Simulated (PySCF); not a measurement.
CH6GeZn, SMILES [GeH3][Zn][CH3].

Geometry: B3LYP-D3(BJ)/def2-SVP. The structure was generated by enumeration; whether it is a known compound was not checked.

Method: B3LYP-D3(BJ)/def2-SVP in PySCF 2.14.0.

Frequencies are harmonic and unscaled.

A small imaginary wavenumber (i) marks a very flat motion, where grid noise or a shallow saddle decides the sign.

Modes within 1.5 cm⁻¹ of each other (mostly degenerate sets) share a row, with their intensities summed.

Computed normal modes with their intensities:
| mode | ν (cm⁻¹) | IR (km/mol) | Raman (Å⁴/amu) | depolarisation | moving atoms (share of kinetic energy) |
|---|---|---|---|---|---|
| 1 | 20i | 0.0 | 0.0 | – | H 100 % |
| 2–3 | 97 | 7.6 | 1.1 | 0.75 | Zn 37 %, C 33 %, H 24 % |
| 4 | 229 | 1.3 | 23.3 | 0.24 | Ge 50 %, Zn 35 %, C 11 % |
| 5–6 | 383 | 16.3 | 0.8 | 0.75 | H 93 % |
| 7 | 543 | 40.5 | 24.6 | 0.28 | C 60 %, Zn 23 %, H 17 % |
| 8–9 | 656 | 40.9 | 0.9 | 0.75 | H 82 %, C 17 % |
| 10 | 803 | 243.4 | 8.3 | 0.66 | H 97 % |
| 11–12 | 892 | 65.3 | 71.7 | 0.75 | H 99 % |
| 13 | 1189 | 0.0 | 28.0 | 0.25 | H 81 %, C 19 % |
| 14–15 | 1430 | 3.8 | 27.8 | 0.75 | H 95 % |
| 16 | 2079 | 118.2 | 322.5 | 0.00 | H 99 % |
| 17–18 | 2085 | 296.5 | 341.3 | 0.75 | H 98 % |
| 19 | 3021 | 19.2 | 171.7 | 0.00 | H 97 % |
| 20–21 | 3115 | 21.1 | 247.7 | 0.75 | H 91 %, C 9 % |
